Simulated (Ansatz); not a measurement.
`C#C[Si](F)(F)C#C`. Charge 0, multiplicity 1. The geometry is a stationary point of PBE0-D4/def2-TZVP.

```xyz
9

C    -0.244    0.945   -2.414
C     0.055    0.818   -1.254
Si    0.485    0.596    0.482
F    -0.083    1.806    1.321
F     2.056    0.615    0.639
C    -0.162   -0.949    1.147
C    -0.605   -1.987    1.570
H    -0.507    1.061   -3.441
H    -0.995   -2.905    1.948
```

(1) What is the dipole moment at r2SCAN/def2-TZVPP? (Best estimate.)

(2) And with PBE, B3LYP, ωB97M-V? (Best estimate.)

(3) Give the Mulliken charges with r2SCAN, B3LYP, ωB97M-V in def2-TZVPP. (An estimate is asked.)

Answers

(1) The calculation gave: 2.58 D, with components (-1.38, -1.70, -1.37) D in this frame, pointing from negative to positive charge.

(2) Computed: PBE 2.48 D, B3LYP 2.60 D, ωB97M-V 2.59 D.

(3) Ansatz gave: 
| atom | r2SCAN | B3LYP | ωB97M-V |
| --- | --- | --- | --- |
| C1 | -0.02 | 0.07 | 0.03 |
| C2 | -0.37 | -0.46 | -0.42 |
| Si3 | 0.90 | 0.85 | 0.86 |
| F4 | -0.29 | -0.30 | -0.28 |
| F5 | -0.29 | -0.30 | -0.28 |
| C6 | -0.37 | -0.46 | -0.42 |
| C7 | -0.02 | 0.07 | 0.03 |
| H8 | 0.23 | 0.26 | 0.24 |
| H9 | 0.23 | 0.26 | 0.24 |

B3LYP here is the variant with VWN-RPA as its local correlation; programs differ in this.
